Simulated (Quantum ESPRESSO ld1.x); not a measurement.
Values are calculated unless marked as measured or tabulated.
Problem. Neutral arsenic, configuration [Ar] 3d10 4s2 4p3 (the NIST ground configuration). Level of theory: scalar-relativistic Kohn-Sham, LDA (Slater exchange, Perdew-Zunger correlation), spin-polarised, spherical densities, point nucleus; open shells are filled with parallel spins first (ld1.x of Quantum ESPRESSO 7.5). Some entries of the table are withheld. Estimate them.

| orbital | occ. | eigenvalue (Ry) | <r^2> (bohr^2) | <r> (bohr) |
|---|---|---|---|---|
| 1s up | 1 | -859.825 | 0.002794 | 0.04556 |
| 1s down | 1 | -859.815 | 0.002794 | 0.04556 |
| 2s up | 1 | -109.075 | 0.04864 | 0.2031 |
| 2s down | 1 | -109.070 | 0.04864 | 0.2031 |
| 2p up | 3 | -95.7462 | 0.03853 | 0.1774 |
| 2p down | 3 | -95.7383 | 0.03853 | 0.1774 |
| 3s up | 1 | -13.9097 | 0.4147 | 0.5996 |
| 3s down | 1 | -13.8982 | 0.4142 | 0.5994 |
| 3p up | 3 | -9.78853 | 0.4497 | 0.6183 |
| 3p down | 3 | -9.77514 | 0.4487 | 0.6177 |
| 3d up | 5 | -2.99224 | (1) | 0.6810 |
| 3d down | 5 | -2.97119 | (2) | 0.6767 |
| 4s up | 1 | -1.12438 | (3) | 1.933 |
| 4s down | 1 | -0.98387 | (4) | 1.933 |
| 4p up | 3 | -0.43605 | 7.434 | 2.509 |
| 4p down | 0 | -0.30100 | 8.333 | 2.630 |
| 5s up | 0 | -0.03781 | 60.66 | 7.141 |
| 5s down | 0 | -0.01709 | 97.23 | 8.882 |

Solution. 
(1) 3d up <r^2> (bohr^2): 0.5883
(2) 3d down <r^2> (bohr^2): 0.5788
(3) 4s up <r^2> (bohr^2): 4.305
(4) 4s down <r^2> (bohr^2): 4.326
